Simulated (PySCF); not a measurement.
In(F)2(OH)(OH2), H₃F₂InO₂, singlet, CAM-B3LYP/def2-SVP optimised geometry.

```
8

In    -0.62     0.02     0.00
F     -1.57    -1.62    -0.57
F     -1.73     1.62     0.00
O      1.35     0.02     0.00
H      1.73     0.91    -0.12
O     -1.07    -1.17     1.89
H     -0.32    -1.56     2.35
H     -1.47    -1.86     1.32
```

Density from CAM-B3LYP/def2-TZVP, def2 effective core potentials past Kr (PySCF) at that geometry. The core electrons that the potentials of In replace are not part of the density.

Minimum of the electron density along straight lines between bonded atoms, close to the bond critical point (lines longer than 1.1 times the sum of covalent radii, or with two minima, are not listed):

```json
[
 {"bond": "In1–F2", "length / Å": "1.982", "ρ at the minimum / e bohr⁻³": "___", "∇²ρ there / e bohr⁻⁵": "___", "position (fraction from the first atom)": "0.52"},
 {"bond": "In1–F3", "length / Å": "1.944", "ρ at the minimum / e bohr⁻³": "0.114", "∇²ρ there / e bohr⁻⁵": "0.61", "position (fraction from the first atom)": "0.52"},
 {"bond": "In1–O4", "length / Å": "1.978", "ρ at the minimum / e bohr⁻³": "0.117", "∇²ρ there / e bohr⁻⁵": "0.50", "position (fraction from the first atom)": "0.52"},
 {"bond": "O4–H5", "length / Å": "0.966", "ρ at the minimum / e bohr⁻³": "0.353", "∇²ρ there / e bohr⁻⁵": "-2.34", "position (fraction from the first atom)": "0.80"},
 {"bond": "In1–O6", "length / Å": "2.277", "ρ at the minimum / e bohr⁻³": "___", "∇²ρ there / e bohr⁻⁵": "0.23", "position (fraction from the first atom)": "0.51"},
 {"bond": "O6–H7", "length / Å": "0.968", "ρ at the minimum / e bohr⁻³": "0.350", "∇²ρ there / e bohr⁻⁵": "-2.41", "position (fraction from the first atom)": "0.81"},
 {"bond": "O6–H8", "length / Å": "0.983", "ρ at the minimum / e bohr⁻³": "0.333", "∇²ρ there / e bohr⁻⁵": "-2.30", "position (fraction from the first atom)": "0.82"}
]
```

Question: Some entries are withheld; supply them.

Answer: 
- In1–F2, ρ at the minimum / e bohr⁻³: 0.104
- In1–F2, ∇²ρ there / e bohr⁻⁵: 0.54
- In1–O6, ρ at the minimum / e bohr⁻³: 0.056
